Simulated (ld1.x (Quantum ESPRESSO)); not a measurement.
**What the settings do to the ultrasoft potential of cerium (Ce)**

Base potential:

```
Element                 : cerium (Ce)
Generator               : ld1.x (Quantum ESPRESSO) 7.5
Type                    : ultrasoft
Functional              : LDA (PZ)
Relativity              : fully relativistic
Frozen core             : [Kr]
Valence charge          : 22
Reference configuration : 4d10 4f1 5s2 5p6 5d0 6s0 6p0 (charge +3)
Partial waves           : 5s (bound): rcut 1.85, rcutus 2.15 bohr; 6s (bound, empty): rcut 1.85, rcutus 2.15 bohr; 5p (bound): rcut 2.20, rcutus 3.00 bohr; 6p (bound, empty): rcut 2.20, rcutus 3.00 bohr; 4d (bound): rcut 1.00, rcutus 1.40 bohr; 5d (bound, empty): rcut 1.00, rcutus 1.40 bohr; 4f (bound): rcut 0.60, rcutus 0.85 bohr; 4f channel at 0.4 Ry: rcut 0.60, rcutus 0.85 bohr
Local potential         : all-electron potential smoothed inside 1.30 bohr (lloc = -1)
Core correction         : none
Augmentation charge     : built from norm-conserving waves at rcut, not smoothed further
```

Open shells are filled in proportion to 2j + 1 (rel_dist='average').

All-electron outer shells of the reference configuration (LDA (PZ), scalar-relativistic, ld1.x):

| shell | level (eV) | outermost node (bohr) | outermost maximum (bohr) |
| --- | --- | --- | --- |
| 4s | -303.86 | 0.33 | 0.59 |
| 4p | -234.26 | 0.33 | 0.62 |
| 4d | -134.05 | 0.31 | 0.66 |
| 5s | -63.90 | 0.75 | 1.37 |
| 5p | -46.09 | 0.81 | 1.53 |
| 4f | -28.98 | – | 0.71 |
| 5d | -23.80 | 0.92 | 2.02 |
| 6s | -20.69 | 1.76 | 3.13 |
| 6p | -15.96 | 2.02 | 3.63 |

Cutoffs, loose and tight: the cutoffs (Ry, on a coarse ladder) from which the occupation-weighted sum of valence levels, in a spherical-Bessel basis at the reference potential, stays within 10 and 1 mRy of its value at 400 Ry. They do not see the model core or the augmentation charge, which bear on the density cutoff. Test errors are all-electron minus pseudo excitation energies from the reference, over the configurations 4d10 4f1 5s2 5p6 5d1 6s2 6p0; 4d10 4f1 5s2 5p6 5d1 6s1 6p0; 4d10 4f1 5s2 5p6 5d1 6s0 6p0; 4d9 4f1 5s2 5p6 5d1 6s2 6p0; 4d10 4f1 5s2 5p6 5d1.5 6s1.5 6p0; 4d10 4f1 5s2 5p6 5d1 6s0 6p1; 4d10 4f2 5s2 5p6 5d0 6s2 6p0. A dash means not determined; rows that change the core or the reference have their own tests. The largest error is taken over the tests solved by every variant that gives reliable tests at all: 4d10 4f1 5s2 5p6 5d1 6s0 6p0; 4d10 4f1 5s2 5p6 5d1 6s1 6p0; 4d10 4f1 5s2 5p6 5d1 6s2 6p0; 4d10 4f1 5s2 5p6 5d1.5 6s1.5 6p0; 4d9 4f1 5s2 5p6 5d1 6s2 6p0.

Cutoffs are not given where the Bessel-basis levels miss the radial ones by over 6 mRy, ghosts where they miss by over 20 mRy; a channel whose overlap is not positive is not tested.

A file whose overlap is not positive is unfit for use, and its test errors describe a broken file.

| change | outcome | bound ghosts | largest test error (meV) |
| --- | --- | --- | --- |
| base | generated, overlap not positive | not determined (overlap not positive) | -8766 |
| core correction a·sin(br)/r model core inside 0.34 bohr | generated, overlap not positive | not determined (overlap not positive) | -7274 |
| core correction a·sin(br)/r model core inside 0.42 bohr | generated, overlap not positive | not determined (overlap not positive) | -7517 |
| core correction a·sin(br)/r model core inside 0.48 bohr | generated, overlap not positive | not determined (overlap not positive) | -7760 |
| core correction a·sin(br)/r model core inside 0.58 bohr | generated, overlap not positive | not determined (overlap not positive) | -7925 |
| core correction a·sin(br)/r model core inside 0.68 bohr | generated, overlap not positive | not determined (overlap not positive) | -7981 |
| core correction a·sin(br)/r model core inside 0.76 bohr | generated, overlap not positive | not determined (overlap not positive) | -8063 |
| core correction a·sin(br)/r model core inside 0.84 bohr | generated, overlap not positive | not determined (overlap not positive) | -8175 |
| core correction a·sin(br)/r model core inside 0.92 bohr | generated, overlap not positive | not determined (overlap not positive) | -8316 |
| core correction a·sin(br)/r model core inside 1.02 bohr | generated, overlap not positive | not determined (overlap not positive) | -8465 |
